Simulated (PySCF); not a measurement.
Computed Raman spectrum (relative Raman activity) of a molecule C2H5FN2Si. The structure is a stationary point at PBE-D3(BJ)/def2-SVP. The values are those of a single conformer. All values below come from PBE-D3(BJ)/def2-SVP (PySCF). Frequencies are harmonic and unscaled.

```csv
ν (cm⁻¹),relative intensity
285,2.4
477,5.7
542,5.7
576,4.7
673,4.7
736,2.2
775,3.0
903,2.3
1150,2.2
1235,3.2
1289,4.4
1485,3.3
1556,3.5
2133,93
2963,78
3040,100
3509,68
3611,42
```

**Question.** Which structure fits?
(A) C#C[Si](N)(N)F
(B) N[Si@@H]1C=N[C@@H]1F
(C) N#CC[Si@@H](N)F
(D) N#C[C@H](F)[SiH2]N

**Answer.** B, N[Si@@H]1C=N[C@@H]1F
